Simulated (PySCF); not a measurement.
## Nickel: a sound run and one with changed settings

Sound run: Ni [Ar] 3d8 4s2, Ni⁺ [Ar] 3d9. Computed with PySCF 2.14 in def2-SVP (5s3p2d1f, 31 functions), with no relativity, point nucleus. The sound run starts from symmetry-adapted Hartree-Fock orbitals and uses a fine grid where one is needed.

Changed run: 14 angular points. This setting is unsound on purpose.

```tsv
species	method	sound run (hartree)	changed run (hartree)	converged
Ni	UHF	-1506.64312	-1506.64312	yes
Ni	LDA	-1505.34257	-1505.43433	yes
Ni	PBE	-1507.77921	-1507.85727	yes
Ni⁺	UHF	-1506.34536	-1506.34536	yes
Ni⁺	LDA	-1505.06809	-1505.09879	yes
Ni⁺	PBE	-1507.49784	-1507.52299	yes
```

Ionisation energy of Ni:

```
method  sound run (eV)  changed run (eV)
   UHF           8.102             8.102
   LDA           7.469             9.130
   PBE           7.657             9.096
```

A coarse angular grid integrates products of high-l functions wrongly, so density functionals can shift, and the SCF can exploit the error; Hartree-Fock and MP2 need no grid.

For comparison, NIST gives 7.640 eV between the lowest levels.
